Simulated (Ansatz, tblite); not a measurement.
Potential energy curve for Ga2(mu-Cl)2(Me)4, C4H12Cl2Ga2, singlet. The C4–H20 bond (C4 also carries Ga, H, H; H20 carries nothing else) is stretched with both fragments frozen at the PBE0/def2-SVP optimised geometry.

RKS-B3LYP = Ansatz (an electronic-structure program) with restricted B3LYP/def2-SVP; RKS-PBE = restricted PBE/def2-SVP (Ansatz); UKS-B3LYP = unrestricted B3LYP/def2-SVP (Ansatz); GFN2-xTB, 300 K electronic temperature (tblite).

Energies are in mEh, each relative to the lowest point of its own curve near equilibrium.

| R / Å | RKS-B3LYP | RKS-PBE | UKS-B3LYP | GFN2-xTB |
|---|---|---|---|---|
| 0.90 | 37.4 | 39.3 | 37.4 | 32.6 |
| 0.98 | 11.5 | 12.6 | 11.5 | … |
| 1.04 | 2.6 | … | 2.6 | … |
| 1.07 | 0.6 | 0.9 | 0.6 | 0.3 |
| 1.10 | 0.0 | 0.0 | 0.0 | 0.0 |
| 1.13 | 0.5 | … | 0.5 | … |
| 1.19 | 4.0 | … | 4.0 | 4.1 |
| 1.25 | 10.1 | 8.9 | 10.1 | 9.7 |
| 1.33 | 20.9 | 19.2 | 20.9 | 19.1 |
| 1.47 | 43.4 | 40.8 | 43.4 | 38.0 |
| 1.59 | 63.8 | 60.6 | 63.8 | 55.4 |
| 1.82 | 101.1 | 96.6 | 101.1 | 87.4 |
| 2.06 | 134.8 | 128.8 | 134.6 | 116.5 |
| 2.31 | 163.4 | 155.9 | 157.1 | 141.4 |
| 2.67 | 194.7 | 184.9 | 171.8 | 168.0 |
| 3.22 | 225.6 | 212.1 | 178.8 | 191.5 |

Task: Some entries are withheld; supply them.

Result: 
- 0.98, GFN2-xTB: 9.2
- 1.04, RKS-PBE: 3.1
- 1.04, GFN2-xTB: 1.8
- 1.13, RKS-PBE: 0.2
- 1.13, GFN2-xTB: 0.7
- 1.19, RKS-PBE: 3.3

The restricted form behind RKS-B3LYP, RKS-PBE keeps the bonding electrons paired and can't separate into open-shell fragments. The unrestricted determinant behind UKS-B3LYP is spin-contaminated at 2.06 to 3.22 Å (<S²> up to 1.0, against 0.00 for a pure singlet).
